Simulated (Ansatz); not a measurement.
`[NH2][Zr]([F])([Cl])[Cl]` and `[F][Zr]([Cl])([Cl])[Br]` differ in one atom or group.

Ansatz, PBE0-D4/def2-TZVP geometries, multiplicity 1. Each molecule was computed in one conformer, which needn't be the lowest.

Elements past krypton have def2 core potentials. Scalar relativity is left out up to krypton.

```csv
property,`[NH2][Zr]([F])([Cl])[Cl]`
LUMO energy (B3LYP/def2-TZVPP) / eV,-2.03
HOMO–LUMO gap (PBE/def2-TZVPP) / eV,4.30
size of the dipole moment (ωB97M-V/def2-TZVPP) / D,2.86
HOMO energy (B3LYP/def2-TZVPP) / eV,-8.10
zero-point energy (PBE0-D4/def2-TZVP) / kJ/mol,75.9
HOMO–LUMO gap (B3LYP/def2-TZVPP) / eV,6.07
```

Question: Give the same properties after the change, and the shifts. (An estimate is asked.)

Answer: Computed: 
| property | `[F][Zr]([Cl])([Cl])[Br]` | shift |
| --- | --- | --- |
| LUMO energy (B3LYP/def2-TZVPP) / eV | -2.71 | -0.68 |
| HOMO–LUMO gap (PBE/def2-TZVPP) / eV | 4.65 | 0.35 |
| size of the dipole moment (ωB97M-V/def2-TZVPP) / D | 0.02 | -2.84 |
| HOMO energy (B3LYP/def2-TZVPP) / eV | -8.94 | -0.84 |
| zero-point energy (PBE0-D4/def2-TZVP) / kJ/mol | 14.3 | -61.6 |
| HOMO–LUMO gap (B3LYP/def2-TZVPP) / eV | 6.23 | 0.16 |

With PBE0 the HOMO falls by 0.86 eV and the LUMO falls by 0.72 eV, so the gap widens by about 0.14 eV. PBE moves the HOMO by -0.95 eV and ωB97M-V by -0.73 eV. The zero-point energy changes by -61.6 kJ/mol with -6 modes.

B3LYP here is the variant with VWN-RPA as its local correlation; programs differ in this.

Spin–orbit coupling is left out; it splits and shifts lone-pair levels of the heavy atoms by tenths of an eV.
